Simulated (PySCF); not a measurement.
Species: C5H10O3.
Z-matrix (Å and degrees, PBE0-D3(BJ)/def2-SVP geometry), rows numbered from 1:
```
O 
C   1  1.4023
C   2  1.5194  1  113.03
C   3  1.5250  2  112.62  1  -178.34
O   4  1.4053  3  110.83  2   176.14
C   5  1.3913  4  111.70  3   -55.81
O   6  1.3882  5  112.96  4    60.29
C   7  1.4061  6  111.37  5   -60.77
H   1  0.9631  2  108.00  3   -62.53
H   2  1.1035  1  106.13  3  -120.17
H   2  1.1092  1  111.94  3   124.17
H   3  1.1065  2  109.17  1    62.93
H   4  1.1004  3  111.69  2   -64.49
H   4  1.1123  3  109.37  2    54.55
H   6  1.1163  5  109.52  4   -62.15
H   6  1.0980  5  107.33  4   178.68
H   8  1.0978  3  111.39  2    63.01
H   8  1.1124  3  109.16  2   -55.47
```

Linear response at PBE0/def2-SVPD (PySCF, frozen core in the response, non-relativistic).

Static isotropic polarisability: 71.36 au (10.57 Å³), principal values 64.0, 69.7, 80.4 au.

Question: What is the polarisability at 1064 nm and at the sodium D line?

Answer: 71.81 au at 1064 nm (+0.6 %), 72.84 au at 589.3 nm (+2.1 %). The rise at 589.3 nm is 3.34 times that at 1064 nm; a pure ω² law gives 3.26. The lowest singlet lies at 176 nm, shorter than both wavelengths.

Question: What is the isotropic C6 coefficient between two such molecules, C6 = (3/π)∫α(iω)² dω?

Answer: 2432 au (Eh·bohr⁶) by a ten-point quadrature over imaginary frequencies, which is 1450 eV·Å⁶ or 140 J·nm⁶/mol.

Question: Which effective excitation energy ω̄ makes London's formula C6 = (3/4)α²ω̄ exact here?

Answer: ω̄ = 4·C6/(3α²) = 0.637 Eh = 17.3 eV. A one-pole form α(ω) = α/(1 − ω²/ω̄²) fitted to the 1064 nm value gives 14.8 eV.

Question: What molar refraction at the D line follows from R = (4π/3)·N_A·α′, with α′ the polarisability volume?

Answer: α′ = 10.79 Å³ gives R = 27.23 cm³/mol, for isolated, non-vibrating species.

Question: What n − 1 at the D line would an ideal gas of it have at 273.15 K and 1 atm (2.6868 × 10¹⁹ cm⁻³), by n − 1 = 2π·N·α′?

Answer: 18.22 × 10⁻⁴, a formal value whether or not that pressure can be reached.

Question: What three-body coefficient follows from the one-pole estimate C9 = (3/4)·α·C6?

Answer: 130000 au. This is an estimate from the two numbers above, not a computed integral.

On an Intel Xeon Platinum 8375C at 2.90 GHz with one thread, shared host, this took 57 s (grids of density and orbitals included) and 1.0 GiB of memory at its peak. This is the whole response run at PBE0/def2-SVPD, SCF included.

One conformer stands for the species.
